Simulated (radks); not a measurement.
Task: Ba1.25+, configuration [Xe] 6s(up 0.5, down 0.25) (fractional occupations, a model configuration). Calculated with a radial shooting solver on a logarithmic mesh with Libxc functionals: scalar-relativistic Kohn-Sham, PBE, spin-polarised, spherical densities, point nucleus. Some entries of the table are withheld. Estimate them.

orbital,occ.,eigenvalue (hartree),<r> (bohr),<r^2> (bohr^2)
1s up,1,-1369.563,0.02558,0.0008883
1s down,1,-1369.563,0.02558,0.0008883
2s up,1,-216.7000,0.1097,0.01421
2s down,1,-216.7000,0.1097,0.01421
2p up,3,-194.3386,0.09619,0.01129
2p down,3,-194.3386,0.09619,0.01129
3s up,1,-45.95532,0.2919,0.09738
3s down,1,-45.95524,0.2919,0.09738
3p up,3,-38.78749,0.2899,0.09745
3p down,3,-38.78742,0.2899,0.09745
3d up,5,-28.38046,0.2666,0.08388
3d down,5,-28.38039,0.2666,0.08388
4s up,1,-9.23260,0.6739,0.5123
4s down,1,-9.23245,0.6739,0.5123
4p up,3,-6.92083,0.7155,0.5821
4p down,3,-6.92067,0.7155,0.5821
4d up,5,(1),0.8003,0.7440
4d down,5,(2),0.8002,0.7440
5s up,1,-1.50405,1.636,3.008
5s down,1,-1.50321,1.635,3.005
5p up,3,-0.95317,1.909,4.128
5p down,3,-0.95174,1.906,4.116
6s up,0.5,-0.32450,4.235,(3)
6s down,0.25,-0.31899,4.228,(4)

Result: 
(1) 4d up eigenvalue (hartree): -3.56480
(2) 4d down eigenvalue (hartree): -3.56457
(3) 6s up <r^2> (bohr^2): 20.07
(4) 6s down <r^2> (bohr^2): 20.00
